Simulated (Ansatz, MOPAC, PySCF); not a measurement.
Molecule: KI, charge 0, multiplicity 1. SMILES: [I][K]
Geometry: optimised at B3LYP-D3(BJ)/def2-TZVP (Ansatz, an electronic-structure program).

Unscaled harmonic wavenumbers (cm⁻¹) in rising order, each level at the stationary point that it reaches from this structure (no distance between atoms moves by over 0.3 Å); the order of modes can differ between levels, and a negative number is imaginary. B3LYP-D3(BJ)/def2-TZVP (PySCF, at the structure above): 179.

PM3 (MOPAC): 149. Zero-point energy 0.2 against 0.3 kcal/mol.

PM6 (MOPAC): 176. Zero-point energy 0.3 against 0.3 kcal/mol.

HF/LANL2DZ (Ansatz): 162. Zero-point energy 0.2 against 0.3 kcal/mol.
